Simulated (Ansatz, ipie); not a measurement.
OH (SMILES [OH]), multiplicity 2, with the O1–H2 bond stretched and the rest rigid; cc-pVDZ, all electrons correlated; total energies in hartree.
Geometry at rest (charge 0, multiplicity 2):
| atom | x (Å) | y (Å) | z (Å) |
|---|---|---|---|
| O | 0.0000 | 0.0000 | -0.1085 |
| H | 0.0000 | 0.0000 | 0.8682 |

Phaseless AFQMC takes the named determinant as trial and start, 200 walkers, a time step of 0.005 inverse hartree and 600 blocks of 25 steps, of which the first fifth is dropped; its bars are rough statistical errors and leave out the phaseless and time-step bias. At long bonds its restricted trial need not be the state that the restricted coupled-cluster runs follow.

The values were computed with Ansatz (Gaussian orbitals); ipie for AFQMC. 

| level | R = 0.98 Å | R = 1.27 Å | R = 1.56 Å | R = 1.95 Å | R = 2.54 Å |
|---|---|---|---|---|---|
| RO-HF | -75.3898 | -75.3358 | -75.2621 | -75.1799 | -75.0949 |
| U-HF | -75.3936 | -75.3416 | -75.3020 | -75.2928 | -75.2916 |
| U-MP2 | -75.5449 | -75.4980 | -75.4244 | -75.4006 | -75.3959 |
| U-CCSD | -75.5594 | -75.5186 | -75.4629 | -75.4216 | -75.4111 |
| RO-CCSD(T) | -75.5612 | -75.5213 | -75.4681 | -75.4272 | -75.4106 |
| U-CCSD(T) | -75.5612 | -75.5213 | -75.4674 | -75.4249 | -75.4120 |
| RO-CCSDT | -75.5614 | -75.5217 | -75.4688 | -75.4283 | -75.4128 |
| RO-CCSDT(Q) | -75.5616 | -75.5221 | -75.4694 | -75.4294 | -75.4142 |
| AFQMC@ROHF | -75.5616 ± 0.0011 | -75.5193 ± 0.0015 | -75.4637 ± 0.0025 | -75.3960 ± 0.0029 | -75.3295 ± 0.0025 |
| AFQMC@UHF | -75.5581 ± 0.0009 | -75.5202 ± 0.0013 | -75.4606 ± 0.0013 | - | -75.3777 ± 0.0007 |

AFQMC runs whose block means still drift are left out.

Doubts at one or more of the structures used: a spin-contaminated determinant (U-HF/cc-pVDZ, U-MP2/cc-pVDZ, U-CCSD/cc-pVDZ, U-CCSD(T)/cc-pVDZ); T1 above 0.05 (U-CCSD/cc-pVDZ, RO-CCSD(T)/cc-pVDZ, U-CCSD(T)/cc-pVDZ, RO-CCSDT/cc-pVDZ, RO-CCSDT(Q)/cc-pVDZ); other coupled-cluster roots lie near (RO-CCSD(T)/cc-pVDZ, RO-CCSDT/cc-pVDZ, RO-CCSDT(Q)/cc-pVDZ).

Ansatz is an electronic-structure program.
